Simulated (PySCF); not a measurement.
Zero-point energy (kcal/mol) of eight silicon and germanium compounds: PBE-D3(BJ) beside B3LYP-D3(BJ), computed with PySCF for isolated molecules in the bases named; differences from unrounded values. The eight are the first of their class met in an unordered collection, after screening for sound electronic states; none was chosen by its value. Each level has its own optimised geometry.

```tsv
molecule	basis	B3LYP-D3(BJ)	PBE-D3(BJ)	difference
Si(CCH)(Me)(OH)2 (C₃H₆O₂Si), SMILES C#C[Si](C)(O)O	def2-SVP	53.12	51.71	-1.41
Si(CCH)(Cl)2(H) (C2H2Cl2Si), SMILES C#C[SiH](Cl)Cl	def2-SVP	19.94	19.31	-0.64
C₂H₆N₂OSi, SMILES N[Si@@H]1COC=N1	def2-SVP	55.48	53.93	-1.55
C2H4F2OSi, SMILES O=C[Si@@H](F)CF	def2-SVP	37.46	36.24	-1.22
fluoromethyl(silyloxy)silane (CH7FOSi2), SMILES FC[SiH2]O[SiH3]	def2-SVP	48.27	46.74	-1.53
C3H6O2Si, SMILES O=C1CC[SiH2]O1	def2-SVP	54.49	52.90	-1.60
C₃H₆F₂Si, SMILES F[SiH2]C1(F)CC1	def2-SVP	52.22	50.70	-1.52
C2H5ClFNSi, SMILES N[Si](C=C)(Cl)F	def2-SVP	46.24	45.05	-1.19
```

PBE-D3(BJ) lies below B3LYP-D3(BJ) in 8 and above it in 0 of the eight; the mean signed difference is -1.33 and the largest -1.60 kcal/mol.
